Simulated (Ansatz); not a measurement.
System: HTe, charge 0, doublet. HTe (SMILES [TeH], doublet).
B3LYP-D3(BJ)/def2-TZVP minimum from Ansatz (a first-principles code):
```
Te
H 1 1.6645
```
Charge 0, spin multiplicity 2.

Total energies in hartree (Ansatz). UHF or UKS for unpaired electrons; spin-orbit terms are left out. Correlated methods leave the cores frozen (noble-gas shells, and filled d and f shells in the p block). Past Kr the def2 sets carry scalar-relativistic core potentials. Where a partner has so few electrons that a lower coupled-cluster level is exact, that level stands in. Spin-orbit terms, left out, reach several kcal/mol for Br and I, and more for heavier atoms.

```tsv
species	HF/def2-TZVPP	CCSD(T)/def2-TZVPP	HF/def2-QZVPP	CCSD(T)/def2-QZVPP	CCSDT(Q)/def2-QZVPP
1: HTe (SMILES [TeH], doublet)	-267.57457	-267.71553	-267.57643	-267.73024	-267.73119
2: Te (triplet)	-267.00555	-267.11065	-267.00694	-267.12283	-267.12360
3: H (doublet)	-0.49981	-0.49981	-0.49998	-0.49998	-0.49998
```

Q: Work out the atomisation energy (electronic, to ground-state atoms) in kJ/mol: take Hartree-Fock from def2-QZVPP, extrapolate the CCSD(T) correlation energy as X^-3 (X = 3, 4), and add CCSDT(Q) - CCSD(T) in def2-QZVPP. 1 hartree = 2625.5 kJ/mol.

A: 
Species 1: correlation (64·(-0.15381) - 27·(-0.14096))/37 = -0.16319; step -0.00095; E1 = -267.57643 + (-0.16319) + (-0.00095) = -267.74057
Species 2: correlation (64·(-0.11589) - 27·(-0.10510))/37 = -0.12376; step -0.00077; E2 = -267.00694 + (-0.12376) + (-0.00077) = -267.13147
Species 3: correlation (64·(0.00000) - 27·(0.00000))/37 = 0.00000; step +0.00000; E3 = -0.49998 + (0.00000) + (+0.00000) = -0.49998
-1·E1 +1·E2 +1·E3 = 0.10912 hartree = 286.5 kJ/mol.
